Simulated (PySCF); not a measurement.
Te(SiH3)2 (H6Si2Te), SMILES [SiH3][Te][SiH3]. Atoms are numbered in the order given.

```xyz
9

Te     0.0000     0.0000     0.7175
Si    -1.8136     0.0000    -1.0390
H     -3.1113     0.0000    -0.3093
H     -1.7125    -1.2127    -1.8993
H     -1.7125     1.2127    -1.8993
Si     1.8136     0.0000    -1.0390
H      1.7125     1.2127    -1.8993
H      1.7125    -1.2127    -1.8993
H      3.1113     0.0000    -0.3093
```
Charge 0, spin multiplicity 1.

Geometry optimised at B3LYP-D3(BJ)/def2-SVP. The def2 effective core potentials stand for the cores of Te; spin–orbit coupling is left out.

Computed with TDA-B3LYP/def2-SVPD run with PySCF.

Vertical excitations.  State labels are in the subgroup C2v.

**Question.** Estimate the UV-visible absorptions. (The exact figures need the calculation; the answer reports its results.)

**Answer.** 
```tsv
state	symmetry	energy (eV)	λ (nm)	f	main pairs
S1	A2	4.11	302	0.000	HOMO→LUMO 99 %
S2	B2	4.47	277	0.022	HOMO→LUMO+1 99 %
S3	B2	5.15	241	0.000	HOMO→LUMO+2 98 %
S4	B2	5.54	224	0.018	HOMO→LUMO+3 97 %
S5	B1	5.72	217	0.008	HOMO→LUMO+4 77 %, HOMO−1→LUMO 22 %
S6	A2	6.16	201	0.000	HOMO→LUMO+5 99 %
S7	B2	6.29	197	0.036	HOMO→LUMO+6 99 %
S8	A1	6.33	196	0.094	HOMO−1→LUMO+1 52 %, HOMO→LUMO+7 31 %, HOMO→LUMO+8 12 %
S9	A1	6.39	194	0.011	HOMO→LUMO+7 66 %, HOMO−1→LUMO+1 17 %
S10	B1	6.41	193	0.036	HOMO−1→LUMO 49 %, HOMO−2→LUMO+1 34 %, HOMO→LUMO+4 12 %
T1	A2	3.77	329	0	HOMO→LUMO 98 %
T2	B2	4.07	305	0	HOMO→LUMO+1 98 %
T3	B2	5.06	245	0	HOMO→LUMO+2 88 %
T4	B1	5.29	234	0	HOMO−1→LUMO 51 %, HOMO→LUMO+4 44 %
```
Triplets are in the Tamm–Dancoff approximation.
